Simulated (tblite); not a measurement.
Species: C7H10O.
Numbering: `[O:1]=[CH:2][C@:3]12[CH2:4][CH2:5][C@H:6]([CH2:7]1)[CH2:8]2` (hydrogens: H9 on C2; H10, H11 on C4; H12, H13 on C5; H14 on C6; H15, H16 on C7; H17, H18 on C8)

Computed with GFN2-xTB (tblite), gas phase: Langevin dynamics at 300 K from the optimised GFN2-xTB geometry, time step 0.5 fs, friction 0.01 fs⁻¹, 2000 steps.

Start geometry:
```
atom  x, y, z in Å
O1     -2.754    1.254    0.465
C2     -2.184    0.254    0.121
C3     -0.715    0.076    0.038
C4      0.205    1.240    0.421
C5      1.572    0.566    0.166
C6      1.086   -0.809   -0.297
C7     -0.049   -0.437   -1.261
C8     -0.012   -1.116    0.731
H9     -2.751   -0.653   -0.179
H10     0.065    1.538    1.459
H11     0.036    2.111   -0.210
H12     2.152    1.076   -0.602
H13     2.178    0.501    1.069
H14     1.842   -1.542   -0.562
H15    -0.555   -1.299   -1.689
H16     0.158    0.304   -2.029
H17    -0.513   -2.067    0.566
H18     0.232   -0.992    1.784
```

The statistics below take the 31 frames saved every 25 fs from 250 to 1000 fs; their kinetic temperature (all 3N coordinates) averages 280 K.

**Question.** Give the mean, spread and extremes of the bond lengths.

**Answer.** 
| bond | start (Å) | mean (Å) | standard deviation (Å) | shortest (Å) | longest (Å) |
| --- | --- | --- | --- | --- | --- |
| O1=C2 | 1.201 | 1.205 | 0.020 | 1.170 | 1.256 |
| C2–C3 | 1.482 | 1.477 | 0.032 | 1.429 | 1.546 |
| C3–C4 | 1.532 | 1.544 | 0.031 | 1.487 | 1.609 |
| C4–C5 | 1.545 | 1.545 | 0.036 | 1.493 | 1.634 |
| C5–C6 | 1.530 | 1.538 | 0.025 | 1.478 | 1.600 |
| C6–C7 | 1.535 | 1.545 | 0.033 | 1.479 | 1.611 |
| C6–C8 | 1.535 | 1.547 | 0.029 | 1.489 | 1.618 |
| C3–C7 | 1.548 | 1.555 | 0.029 | 1.505 | 1.628 |
| C3–C8 | 1.548 | 1.549 | 0.028 | 1.492 | 1.600 |
| C2–H9 | 1.111 | 1.116 | 0.017 | 1.085 | 1.157 |
| C4–H10 | 1.089 | 1.091 | 0.023 | 1.034 | 1.132 |
| C4–H11 | 1.089 | 1.088 | 0.023 | 1.047 | 1.140 |
| C5–H12 | 1.089 | 1.094 | 0.031 | 1.045 | 1.158 |
| C5–H13 | 1.089 | 1.102 | 0.056 | 1.000 | 1.210 |
| C6–H14 | 1.086 | 1.090 | 0.024 | 1.043 | 1.133 |
| C7–H15 | 1.087 | 1.091 | 0.030 | 1.015 | 1.152 |
| C7–H16 | 1.088 | 1.091 | 0.020 | 1.046 | 1.120 |
| C8–H17 | 1.087 | 1.090 | 0.025 | 1.048 | 1.146 |
| C8–H18 | 1.087 | 1.094 | 0.029 | 1.034 | 1.152 |

**Question.** Give the same statistics for bond angles, one of each kind among heavy atoms.

**Answer.** 
```csv
angle,start (°),mean (°),standard deviation (°),smallest (°),largest (°)
O1–C2–C3,125.9,125.5,3.7,119.4,135.0
C2–C3–C4,119.3,118.4,4.0,112.2,128.1
C2–C3–C7,120.8,121.3,5.1,110.8,129.4
C4–C3–C7,101.8,100.9,2.3,96.7,106.3
C7–C3–C8,85.7,86.0,1.7,82.5,89.8
C3–C4–C5,99.1,99.3,1.5,94.5,102.8
C4–C5–C6,99.3,99.2,1.5,96.8,102.0
C5–C6–C7,102.0,102.1,2.4,96.8,106.1
C7–C6–C8,86.6,86.4,1.7,83.7,89.8
C3–C7–C6,82.6,82.5,1.7,78.8,86.0
```

**Question.** How far does each atom move about its mean position (frames aligned on the start, all atoms weighted alike), and what rms force does it feel?

**Answer.** 
```json
{"atom": "O1", "rms displacement (Å)": "0.61", "rms force (eV/Å)": "1.65"}
{"atom": "C2", "rms displacement (Å)": "0.08", "rms force (eV/Å)": "2.01"}
{"atom": "C3", "rms displacement (Å)": "0.08", "rms force (eV/Å)": "1.83"}
{"atom": "C4", "rms displacement (Å)": "0.08", "rms force (eV/Å)": "1.70"}
{"atom": "C5", "rms displacement (Å)": "0.07", "rms force (eV/Å)": "2.33"}
{"atom": "C6", "rms displacement (Å)": "0.06", "rms force (eV/Å)": "1.89"}
{"atom": "C7", "rms displacement (Å)": "0.07", "rms force (eV/Å)": "1.64"}
{"atom": "C8", "rms displacement (Å)": "0.09", "rms force (eV/Å)": "1.76"}
{"atom": "H9", "rms displacement (Å)": "0.58", "rms force (eV/Å)": "0.65"}
{"atom": "H10", "rms displacement (Å)": "0.15", "rms force (eV/Å)": "0.82"}
{"atom": "H11", "rms displacement (Å)": "0.15", "rms force (eV/Å)": "0.80"}
{"atom": "H12", "rms displacement (Å)": "0.17", "rms force (eV/Å)": "1.09"}
{"atom": "H13", "rms displacement (Å)": "0.16", "rms force (eV/Å)": "1.76"}
{"atom": "H14", "rms displacement (Å)": "0.13", "rms force (eV/Å)": "0.87"}
{"atom": "H15", "rms displacement (Å)": "0.13", "rms force (eV/Å)": "1.03"}
{"atom": "H16", "rms displacement (Å)": "0.15", "rms force (eV/Å)": "0.72"}
{"atom": "H17", "rms displacement (Å)": "0.15", "rms force (eV/Å)": "0.93"}
{"atom": "H18", "rms displacement (Å)": "0.15", "rms force (eV/Å)": "1.01"}
```

The displacements run from 0.06 to 0.61 Å, the largest at O1.

The run is classical and short, so these are rough statistics of one trajectory.

The cost below is that of the whole dynamics run. Time: 39 s wall, 34 s CPU; peak memory 0.18 GiB. Hardware: one thread of an Intel Xeon at 2.50 GHz, no GPU, shared host with 64 logical CPUs at a one-minute load of 34.
